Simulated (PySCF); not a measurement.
C2H3O, SMILES [CH2]C=O, multiplicity 2.

Geometry: B3LYP-D3(BJ)/def2-TZVP. The isomer is the one that the SMILES or the coordinates give; other isomers of the formula were not compared.

Level of theory: SMD-PBE0/6-31G* in PySCF.

Solvation free energies are E(SMD) − E(gas) at the gas-phase geometry, for 1 M in both phases. In vacuum the dipole moment is 2.81 D.

**Question.** Estimate the solvation free energies in water, cyclohexanone, tetrahydrofuran. (The exact figures need the calculation; the answer reports its results.)

**Answer.** 
```json
[
 {"solvent": "water", "ΔG(solv) (kcal/mol)": "-2.7", "its non-electrostatic (CDS) part": "3.9", "dipole (D)": "3.91"},
 {"solvent": "cyclohexanone", "ΔG(solv) (kcal/mol)": "-3.8", "its non-electrostatic (CDS) part": "0.0", "dipole (D)": "3.41"},
 {"solvent": "tetrahydrofuran", "ΔG(solv) (kcal/mol)": "-3.7", "its non-electrostatic (CDS) part": "-0.3", "dipole (D)": "3.35"}
]
```
